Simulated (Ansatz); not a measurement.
Geometry optimisation, RKS B3LYP/def2-SVP (Ansatz).

Input:

```yaml
crystal:
  periodic: [false, false, false]
  atoms:
    - { symbol: C, position_ang: [-0.0999, -2.5175, -1.1636] }
    - { symbol: C, position_ang: [-0.4698, -1.5655, -0.4579] }
    - { symbol: C, position_ang: [-0.8906, -0.4517, 0.4163] }
    - { symbol: Cl, position_ang: [-2.436, 0.07, -0.0169] }
    - { symbol: C, position_ang: [0.1271, 0.7142, 0.2792] }
    - { symbol: C, position_ang: [0.8855, 1.1055, 1.3407] }
    - { symbol: "N", position_ang: [0.2476, 1.4027, -0.9087] }
    - { symbol: H, position_ang: [0.1669, -3.2629, -1.8204] }
    - { symbol: H, position_ang: [-0.9051, -0.7891, 1.5079] }
    - { symbol: H, position_ang: [0.8321, 0.5815, 2.3223] }
    - { symbol: H, position_ang: [1.5658, 1.9247, 1.295] }
    - { symbol: H, position_ang: [1.1301, 1.8749, -1.0479] }
    - { symbol: H, position_ang: [-0.1334, 0.8785, -1.7311] }
basis:
  gaussian: { orbitals: def2-SVP }
hamiltonian:
  xc: b3lyp
relax:
  f_tol: 0.015
  max_steps: 40
output:
  orbitals: {}
```

Run as:

```bash
$ ansatz run input.yaml --threads 2 --pin off --max-ram 3072MiB --backend cpu --events-out ev --progress --plain --runs-dir out
```

Where does it end, and by what steps?

The forces met the threshold. After 9 steps the energy has fallen by 0.549 eV; H13 moved furthest, 0.28 Å.

```tsv
step	energy less start (eV)	largest force component (eV/Å)	accepted
0	0.0000	3.920	yes
1	-0.4156	2.103	yes
2	-0.5137	0.934	yes
3	-0.5378	0.265	yes
4	-0.5440	0.098	yes
5	-0.5458	0.090	yes
6	-0.5475	0.058	yes
7	-0.5483	0.048	yes
8	-0.5487	0.016	yes
9	-0.5488	0.012	yes
```

```xyz
13
Properties=species:S:1:pos:R:3
C -0.173 -2.445 -1.253
C -0.456 -1.547 -0.491
C -0.767 -0.456 0.427
Cl -2.507 0.094 0.137
C 0.186 0.716 0.311
C 0.840 1.151 1.407
N 0.275 1.273 -0.949
H 0.073 -3.252 -1.918
H -0.760 -0.823 1.461
H 0.658 0.700 2.382
H 1.552 1.979 1.355
H 1.050 1.904 -1.118
H 0.052 0.672 -1.734
```

Whether the end is a true minimum wasn't checked by a vibrational analysis.

Time of the run: 53 s on 2 threads of Arm Neoverse V1, on a shared host, peak memory 0.38 GiB.
